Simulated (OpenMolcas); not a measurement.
## What dynamic correlation does to the levels of As+

- Program: OpenMolcas 26.06
- Basis: ANO-RCC-VQZP [7s6p4d2f1g]
- Scalar Hamiltonian: DKH2, point nucleus
- Active space: 2 electrons in 9 orbitals (RAS2 4p; RAS3 4d 5s, at most 1 electron)
- State averaging: 2S+1 = 3 even, 3 roots; 2S+1 = 1 even, 6 roots; 2S+1 = 3 odd, 18 roots; 2S+1 = 1 odd, 18 roots
- Spin-orbit coupling: state interaction with AMFI integrals over the reference wave functions, term energies averaged over their components

Methods on the same reference wave functions:
A. RASSCF
B. SS-RASPT2, IPEA 0.25 Eh, imaginary shift 0.1 Eh (closed shells correlated: 3d 4s)
C. MS-RASPT2, IPEA 0.25 Eh, imaginary shift 0.1 Eh (closed shells correlated: 3d 4s)

Energies in eV above 4s2 4p2 3P0, the measured ground level; measured values from NIST Handbook of Basic Atomic Spectroscopic Data.

```csv
Level,A,B,C,Measured
4s2 4p2 3P0,0.0000,0.0000,0.0000,0.0000
4s2 4p2 3P1,0.1099,0.1115,0.1115,0.1319
4s2 4p2 3P2,0.2794,0.277,0.277,0.3151
4s2 4p2 1D2,1.5461,1.232,1.232,1.2517
4s2 4p2 1S0,3.5181,3.248,3.248,2.8019
4s2 4p 5s 3P* 0,9.7609,9.802,9.802,9.7614
4s2 4p 5s 3P* 1,9.8149,9.848,9.848,9.8107
4s2 4p 5s 3P* 2,10.0580,10.100,10.098,10.1058
4s2 4p 5s 1P* 1,10.3144,10.287,10.286,10.2683
4s2 4p 4d 3F* 2,10.8856,11.052,11.052,
4s2 4p 4d 3F* 3,11.0045,11.106,11.106,
4s2 4p 4d 3F* 4,11.1564,11.266,11.266,
4s2 4p 4d 1D* 2,11.3606,10.785,10.785,
4s2 4p 4d 3D* 1,12.1164,11.642,11.642,
4s2 4p 4d 3D* 3,12.2729,11.785,11.785,
4s2 4p 4d 3P* 0,12.3256,11.981,11.981,
4s2 4p 4d 3P* 1,12.3268,11.960,11.960,
4s2 4p 4d 1F* 3,13.7060,13.215,13.215,
4s2 4p 4d 1P* 1,13.7098,13.071,13.071,
```

Deviations, from unrounded energies. A percentage is the sum of absolute deviations over the sum of measured energies, with the sign that they share, or ± where signs differ.

| Against measurement | Levels | A | B | C |
| --- | --- | --- | --- | --- |
| mean absolute deviation (cm-1) | 8 | 1200 | 630 | 630 |
| fine structure of the ground term (%) | 2 | -12.9 | -13.2 | -13.2 |
| other terms of the ground configuration (%) | 2 | +24.9 | ±11.5 | ±11.5 |
| other configurations (%) | 4 | ±0.2 | ±0.3 | ±0.3 |

B, C lie about equally close to measurement and A furthest from it. The largest miss of B in the table is 4s2 4p2 1S0, by +3600 cm-1. The ranking rests on the paired levels alone, and a cruder setting can come out closer through cancelling errors.

Between B and C the level of the table that moves most is 4s2 4p 5s 3P* 2, by 8.7 cm-1 (lowest in C, highest in B). Moves below CASPT2's spread within the term are not significant.

The two smallest mean deviations differ by little beside CASPT2's spread within terms, so their order carries little weight.

From A to B the spin-free energies of the other terms of 4s2 4p2 shown, above 3P, scale by factors of 0.76 to 0.92.

The lowest spin-free term lies below A's lowest term by 0.150 hartree in B, 0.150 hartree in C.

Term energies are means over components that CASPT2 splits; among the terms shown or strongly mixed into the levels shown the widest spread is 140 cm-1 (4s2 4p 4d 1F*, C). ANO sets are built for valence states and can reach diffuse excited orbitals poorly, and with the s shell closed the s pⁿ⁺¹ terms that mix with these levels are absent. With the s shell closed, the reference lacks s² → p² mixing. Without dynamic correlation excited terms often stand tens of per cent too high (terms of higher spin than the ground term too low), and those without a measured partner can miss by more than the paired ones (holds for A). Some terms miss by over 15 % even with CASPT2, which points to a basis or an active space too small for the shells correlated (holds for B; C). Computed and measured levels are paired by configuration, term and J; levels that our copy of the source lacks, or whose pairing is in doubt (as where it misses far off the trend of its configuration), stay unpaired and out of the deviations. Where the source uses jj or jK labels, the order within each J decides. Only configurations of the active space appear. The table leaves out levels that lie high or whose names do not pair safely across all columns.

* marks odd parity.
